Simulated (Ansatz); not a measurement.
Input file for Ansatz (a quantum-chemistry and plane-wave program): R-r2SCAN/def2-TZVPP on ClH2NSi (SMILES N[Si]Cl), a point of a torsion scan.

Ansatz 0.2 input:
```yaml
crystal:
  periodic: [false, false, false]
  atoms:
    - {symbol: N, position_ang: [-0.78675912, -0.09546855, 0.20644360]}
    - {symbol: Si, position_ang: [0.71552063, -0.93162245, 0.37754765]}
    - {symbol: Cl, position_ang: [1.07604570, -0.50129964, 2.38138755]}
    - {symbol: H, position_ang: [-0.85908346, 0.89848685, 0.37739461]}
    - {symbol: H, position_ang: [-1.37530934, -0.33697319, -0.57748250]}
basis:
  gaussian:
    orbitals: def2-TZVPP
hamiltonian:
  xc: {name: r2SCAN}
scf: {lower_state_search: off}
```

Program output:

```
WARN ansatz: RAYON_NUM_THREADS=1 ignored (pool sized by the plan → 1); use --threads N
Functional definition: r2SCAN
these checks for a lower state are left out or cut short: stability, starts, cluster_reference, orbital_swaps, neighbouring_geometries, increment
integrals: 0.06 GiB planned
855 factors; their error is unknown
mean field: 0.43 GiB planned
mean field evaluation 1: about -21914.5194 eV, gradient 6.7e1 eV
mean field evaluation 2: about -21870.4337 eV, gradient 1.3e2 eV
mean field evaluation 4: about -21922.7214 eV, gradient 9.3e0 eV
mean field evaluation 8: about -21922.9040 eV, gradient 6.9e-2 eV
mean field evaluation 16: about -21922.8768 eV, gradient 9.1e-5 eV
mean field -21922.87678271 eV, -805.6508619052 hartree, gradient 8.0e-6 eV, S^2 0.000000; 0 other end points of the search recorded, 0 dependent functions left out
reference -21922.87679164 eV, -805.6508622332 hartree; 20, 20 occupied and 123, 123 virtual orbitals, 855 factors
Total energy: -21922.87679164 eV, -805.6508622332 hartree
Checks for a lower state left out: stability, starts, cluster_reference, orbital_swaps, neighbouring_geometries, increment
```

Self-consistency was reached.

Cost: around 1.9 core-seconds (rough).
